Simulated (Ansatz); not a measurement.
C$_{3}$H$_{7}$FOZn, SMILES `CC(C)[O][Zn][F]` at its PBE0-D4/def2-TZVP geometry, where that method's forces vanish. Charge 0, multiplicity 1.

```xyz
13

C     0.7551   -0.8207    0.8922
C    -0.4938   -0.0279    0.5560
C    -1.1150   -0.4838   -0.7507
O    -0.2361    1.3563    0.5466
Zn    0.8974    2.0842   -0.5926
F     1.9858    2.9300   -1.6569
H     1.5012   -0.7115    0.0936
H     0.5400   -1.8873    0.9964
H     1.1952   -0.4625    1.8245
H    -1.2278   -0.1836    1.3595
H    -1.4061   -1.5367   -0.7133
H    -1.9993    0.1129   -0.9816
H    -0.3966   -0.3696   -1.5736
```

**Question.** What forces (eV/Å) does ωB97M-V/def2-TZVPP give on these atoms in Ansatz? (Estimate.)

**Answer.** The calculation gave: 
```
C1   0.155 -0.094  0.041
C2  -0.222 -0.170  0.215
C3  -0.075 -0.051 -0.159
O4   0.047  0.179 -0.017
Zn5 -0.006  0.017  0.010
F6   0.040  0.020 -0.040
H7  -0.045  0.002  0.039
H8   0.008  0.081 -0.012
H9  -0.033 -0.020 -0.069
H10  0.071 -0.005 -0.081
H11  0.026  0.077  0.005
H12  0.066 -0.038  0.019
H13 -0.032  0.000  0.050
```
